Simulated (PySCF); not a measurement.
All values below come from TPSSh-D3(BJ)/def2-TZVP // PBE-D3(BJ)/def2-SVP in PySCF. Gas-phase values, no solvent. One relaxed conformer stands for a flexible species; it need not be the lowest. 

Reference species: [Au(CO)(H)] (neutral, multiplicity 1).

```yaml
LUMO: -2.67 eV
coordination_number: 2
HOMO–LUMO gap: 4.57 eV
charge on the central atom (Mulliken): 0.12 e
```

Changed species: [Au(H2O)(Cl)] (L = H2O, X = Cl; the reference has L = CO, X = H).

Give the shifts of the LUMO, coordination number, HOMO–LUMO gap and charge on the central atom (Mulliken).

the LUMO goes up by 0.52 eV, to -2.15 eV; the coordination number hardly moves; the HOMO–LUMO gap falls by 0.29 eV, to 4.28 eV; the charge on the central atom (Mulliken) increases by 0.10 e, to 0.22 e.
